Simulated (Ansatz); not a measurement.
`CC[Si]F` + CH₃OH → `CC[Si]OC` + H–F at 500 K and 1 bar (ligand exchange at the Si–F bond).

Program: Ansatz. Geometries: PBE0-D4/def2-TZVP. ΔE: electronic, gas phase. CCSD(T)/CBS adds triple-zeta CCSD(T) − MP2 to the extrapolated MP2 energy (def2 sets, frozen cores). This one scheme is used for every species. One conformer a species, not always the lowest.

| species | CCSD(T)/CBS energy (Eh) | H − E (kJ/mol) | S (J/(mol·K)) |
| --- | --- | --- | --- |
| `CC[Si]F` | -468.00242 | 212.7 | 373.8 |
| CH₃OH | -115.61712 | 157.0 | 265.4 |
| `CC[Si]OC` | -483.21274 | 331.2 | 424.0 |
| H–F | -100.39570 | 39.4 | 188.7 |

H − E and S are ideal-gas, rigid-rotor, harmonic terms from PBE0-D4/def2-TZVP, for one conformer and one mirror image of each species. 1 Eh = 2625.50 kJ/mol, R = 8.31446 J/(mol·K).

Problem. By hand: ΔE, ΔH, ΔS and ΔG.

Solution. ΔE = (-483.21274) + (-100.39570) − (-468.00242) − (-115.61712) = 0.01110 Eh = 29.1 kJ/mol. Δ(H − E) = 331.2 + 39.4 − 212.7 − 157.0 = 0.9, so ΔH = 30.0 kJ/mol. ΔS = 424.0 + 188.7 − 373.8 − 265.4 = -26.5 J/(mol·K). ΔG = 30.0 − 500 × (-26.5)/1000 = 43.2 kJ/mol.

Problem. By hand: the equilibrium constant, and the temperature at which ΔG would vanish if ΔH and ΔS stayed fixed.

Solution. log₁₀ K = −ΔG/(RT ln 10) = -4.5. ΔH and −TΔS have one sign here, so there is no such temperature.

TΔS isn't small against ΔH here. A doubt of 5 kJ/mol in ΔE shifts log₁₀ K by 0.5 here. Other conformers and mirror images would add mixing entropy, several J/(mol·K) or more a flexible species. Modes under 60 cm⁻¹, often nearly free rotors, make the harmonic entropy too high. These are equilibria of isolated gas molecules and say nothing of rates. Largest T1 diagnostic: 0.013 (customary marks: 0.02 for closed shells, 0.045 for open ones).
